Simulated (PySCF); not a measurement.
A geometry optimisation on 4-bromostyrene (`C=Cc1ccc(Br)cc1`).

Computed with PBE0-D3(BJ)/def2-SVP geometry optimisation, gas phase (PySCF 2.14.0). Start geometry: GFN2-xTB. A driver script takes a list of jobs; this job's settings line and coordinates (Å) are shown.

Input:
```
{"job": {"xc": "PBE0", "basis": "def2-SVP", "d3": "d3bj", "grid": 2, "kind": "geom"}, "charge": 0, "multiplicity": 1}
C      2.833268     0.508707     0.316122
C      1.903508    -0.428443     0.173246
C      0.467374    -0.219313     0.037554
C     -0.365427    -1.331746    -0.106321
C     -1.732863    -1.194219    -0.240461
C     -2.284697     0.075289    -0.231344
Br    -4.169921     0.283790    -0.418335
C     -1.486686     1.198513    -0.090157
C     -0.121368     1.046981     0.043067
H      2.606488     1.560509     0.348218
H      3.874064     0.250280     0.407357
H      2.207679    -1.467879     0.149750
H      0.067607    -2.321846    -0.114551
H     -2.364853    -2.062020    -0.351479
H     -1.931949     2.181625    -0.085175
H      0.490176     1.928716     0.151097
```

Output:
```
step   0  E = -2882.01631928  max force = 0.015448
step   1  E = -2882.01801122  max force = 0.003234
step   2  E = -2882.01804043  max force = 0.000929
step   3  E = -2882.01804125  max force = 0.000744
step   4  E = -2882.01804589  max force = 0.000130
optimisation converged
```

Energies in Eh; «max force» is the largest Cartesian gradient component in Eh/bohr.

Q: Give the first gradient maximum in eV/Å.

A: With 1 Eh/bohr = 51.422 eV/Å, 0.794 eV/Å.

Main results: final energy -2882.01805 Eh after 4 steps; dipole 1.53 D.

Q: Estimate the wall time. Hardware: an Arm Neoverse V1 with one thread, shared host with 32 logical CPUs at a one-minute load of 22. And the peak memory of the process?

A: About 91 s, with 0.94 GiB resident at the peak, the Python interpreter and its libraries included.
Labels such as C1 count atoms from 1, the log's own numbers from 0.
